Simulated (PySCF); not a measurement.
Species: C4H9NOSi.
Atom-mapped SMILES: `[CH3:1][C:2](=[O:3])[SiH:4]1[CH2:5][NH:6][CH2:7]1`

Cartesian coordinates in Å at the GFN2-xTB level; atoms count from 1:
```
atom  x, y, z in Å
C1     2.124   -0.041    0.744
C2     1.559   -0.690   -0.487
O3     2.212   -1.400   -1.217
Si4   -0.298   -0.361   -0.869
C5    -1.456   -0.854    0.585
N6    -1.344    0.514    1.099
C7    -0.983    1.264   -0.107
H8     1.428   -0.156    1.571
H9     2.223    1.025    0.545
H10    3.099   -0.453    0.994
H11   -0.635   -0.745   -2.238
H12   -2.466   -1.124    0.255
H13   -1.137   -1.586    1.328
H14   -2.168    0.856    1.580
H15   -1.845    1.663   -0.655
H16   -0.320    2.097    0.129
```

NICS is the negative of the GIAO shielding at a point without a nucleus: at the ring centre (0) and 1 Å above and below it (1); zz is the component along the ring normal. Level: GIAO PBE0/pcSseg-1 (PySCF, non-relativistic, gas phase) on the GFN2-xTB geometry, one conformer.

Ring bond lengths (Å), with Mayer bond orders in brackets: Si4–C5 1.923 (0.90), C5–N6 1.465 (0.97), N6–C7 1.465 (0.97), C7–Si4 1.921 (0.89).

Q: Give the NICS values of each ring in ppm.

A: 
```json
{"ring": "Si4–C5–N6–C7", "type": "4-membered ring with N and Si; formal bonds all single", "NICS(0)": "0.0", "NICS(1), two faces": "-0.1 / 0.2", "NICS(1)zz, two faces": "4.4 / -0.3", "rms pucker (Å)": "0.14", "centre to ring atoms, mean (Å)": "1.18"}
```

Q: What do they say, and how far can they be read as aromaticity?

A: 
- Si4–C5–N6–C7: mean NICS(1)zz 2.0 ppm, near zero. Si4, C5, C7 have four or more neighbours, and the NICS criterion for π rings isn't applied. The two faces differ by 4.7 ppm, so no symmetry operation interchanges them.

Q: How shielded are the nuclei of the rings and their hydrogens (means over atoms taken as equivalent)?

A: 
```tsv
atoms	environment	σ isotropic (ppm)	principal values of the symmetric part, first atom (ppm)
Si4	SiH silicon	377.0	351.2, 374.2, 405.6
C5 (×2)	sp3 carbon bound to nitrogen	142.2	111.7, 131.9, 184.0
N6	secondary amine nitrogen	233.8	178.6, 238.2, 284.6
H11	Si–H hydrogen	27.09	23.4, 25.6, 32.2
H12 (×2)	methylene hydrogen	28.16	24.5, 26.6, 33.4
H13 (×2)	methylene hydrogen	28.42	24.7, 26.2, 34.6
H14	N–H hydrogen	30.93	22.0, 29.8, 41.0
```
